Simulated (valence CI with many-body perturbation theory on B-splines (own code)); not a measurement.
## Ca¹²⁺: electric-dipole lines

Method: relativistic CI+MBPT: six valence electrons over a frozen Dirac-Fock core [He], a basis of 9 s, 9 p, 8 d, 6 f, 3 g, 1 h functions for each j, with the one-electron correlation potential Σ1, the two-electron term Σ2, the three-electron term Σ3, Breit, model QED; selected CI, second order for the rest, scaled by the run's own slope (own B-spline code, finite nucleus).

No measured spectrum was set against this ion. As an estimate, levels of excited configurations hold to 0.05 to 0.15 % of their energy, terms of the ground configuration to about 0.5 %. Among the levels kept, up to 3000 cm⁻¹ of a level comes from second order outside the variational space, and about a tenth of that is noise between levels of different J, which matters for small intervals.

Lines 151 to 197 of 197 in falling wavelength, among levels below 472.39 eV, chosen from the strongest by gf and those to the six lowest levels. Wavelengths and rates use the calculated energies, so an error of 2000 cm⁻¹ moves a line at 2.922 nm by 0.058 % and its rate by three times that or more. Electric multipoles are in the length gauge, E1 and E2 with the static RPA response of the core. Weak lines are less certain than strong ones. Lines between different terms over intervals too small for the method are left out, as are lines whose strength nearly cancels. The highest levels of a list are the least certain.

```
λ vac (nm)             Upper         Lower   A (s⁻¹)  S (a.u.)
     2.922  2s2 2p3 3s 3D°_1  2s2 2p4 3P_0  1.06e+11  3.93e-03
     2.918  2s2 2p3 3s 3D°_1  2s2 2p4 3P_1  1.96e+11  7.20e-03
     2.917  2s2 2p3 3s 3D°_2  2s2 2p4 3P_1  1.38e+11  8.45e-03
     2.914  2s2 2p3 3s 3P°_1  2s2 2p4 1D_2  3.61e+10  1.32e-03
     2.907  2s2 2p3 3s 3P°_2  2s2 2p4 1D_2  9.80e+10  5.94e-03
     2.899  2s2 2p3 3s 1D°_2  2s2 2p4 3P_1  2.98e+10  1.79e-03
     2.897  2s2 2p3 3s 3D°_1  2s2 2p4 3P_2  1.28e+10  4.62e-04
     2.897  2s2 2p3 3s 3D°_2  2s2 2p4 3P_2  1.77e+11  1.06e-02
     2.894  2s2 2p3 3s 1P°_1  2s2 2p4 1D_2  3.57e+11  1.28e-02
     2.892  2s2 2p3 3s 3D°_3  2s2 2p4 3P_2  3.05e+11  2.55e-02
     2.879  2s2 2p3 3s 1D°_2  2s2 2p4 3P_2  3.27e+10  1.93e-03
     2.864  2s2 2p3 3s 3P°_1  2s2 2p4 3P_0  1.65e+11  5.75e-03
     2.863  2s2 2p3 3s 3P°_0  2s2 2p4 3P_1  2.99e+11  3.47e-03
     2.861  2s2 2p3 3s 3P°_1  2s2 2p4 3P_1  5.84e+10  2.03e-03
     2.854  2s2 2p3 3s 3P°_2  2s2 2p4 3P_1  1.43e+11  8.20e-03
     2.845  2s2 2p3 3s 1P°_1  2s2 2p4 3P_0  6.31e+09  2.15e-04
     2.841  2s2 2p3 3s 1P°_1  2s2 2p4 3P_1  6.49e+08  2.21e-05
     2.841  2s2 2p3 3s 3P°_1  2s2 2p4 3P_2  6.54e+10  2.22e-03
     2.840  2s2 2p3 3d 5D°_1  2s2 2p4 1S_0  3.28e+06  1.11e-07
     2.834  2s2 2p3 3s 3P°_2  2s2 2p4 3P_2  1.03e+11  5.80e-03
     2.822  2s2 2p3 3s 1P°_1  2s2 2p4 3P_2  3.13e+09  1.04e-04
     2.806  2s2 2p3 3d 3D°_1  2s2 2p4 1S_0  3.40e+07  1.11e-06
     2.769  2s2 2p3 3d 5D°_1  2s2 2p4 1D_2  2.94e+07  9.25e-07
     2.769  2s2 2p3 3d 5D°_2  2s2 2p4 1D_2  9.07e+06  4.75e-07
     2.769  2s2 2p3 3d 5D°_3  2s2 2p4 1D_2  8.54e+07  6.26e-06
     2.739  2s2 2p3 3d 3D°_2  2s2 2p4 1D_2  8.56e+09  4.34e-04
     2.737  2s2 2p3 3d 3D°_1  2s2 2p4 1D_2  3.87e+09  1.18e-04
     2.736  2s2 2p3 3d 3D°_3  2s2 2p4 1D_2  1.08e+10  7.63e-04
     2.724  2s2 2p3 3d 5D°_1  2s2 2p4 3P_0  2.45e+09  7.33e-05
     2.721  2s2 2p3 3d 5D°_0  2s2 2p4 3P_1  1.47e+10  1.46e-04
     2.721  2s2 2p3 3d 5D°_1  2s2 2p4 3P_1  4.13e+09  1.23e-04
     2.721  2s2 2p3 3d 5D°_2  2s2 2p4 3P_1  5.63e+08  2.80e-05
     2.703  2s2 2p3 3d 5D°_1  2s2 2p4 3P_2  9.63e+09  2.81e-04
     2.703  2s2 2p3 3d 5D°_2  2s2 2p4 3P_2  1.12e+10  5.46e-04
     2.703  2s2 2p3 3d 5D°_3  2s2 2p4 3P_2  1.47e+09  1.01e-04
     2.693  2s2 2p3 3d 3F°_2  2s2 2p4 1D_2  4.54e+09  2.19e-04
     2.693  2s2 2p3 3d 3D°_1  2s2 2p4 3P_0  7.80e+11  2.26e-02
     2.692  2s2 2p3 3d 3D°_2  2s2 2p4 3P_1  8.26e+11  3.98e-02
     2.690  2s2 2p3 3d 3D°_1  2s2 2p4 3P_1  5.81e+11  1.67e-02
     2.690  2s2 2p3 3d 3F°_3  2s2 2p4 1D_2  8.33e+09  5.60e-04
     2.674  2s2 2p3 3d 3D°_2  2s2 2p4 3P_2  4.23e+11  2.00e-02
     2.672  2s2 2p3 3d 3D°_1  2s2 2p4 3P_2  5.23e+10  1.48e-03
     2.671  2s2 2p3 3d 3D°_3  2s2 2p4 3P_2  1.44e+12  9.50e-02
     2.647  2s2 2p3 3d 3F°_2  2s2 2p4 3P_1  5.58e+10  2.55e-03
     2.642  2s2 2p3 3d 1S°_0  2s2 2p4 3P_1  1.67e+10  1.52e-04
     2.630  2s2 2p3 3d 3F°_2  2s2 2p4 3P_2  4.09e+10  1.84e-03
     2.627  2s2 2p3 3d 3F°_3  2s2 2p4 3P_2  1.11e+11  6.97e-03
```
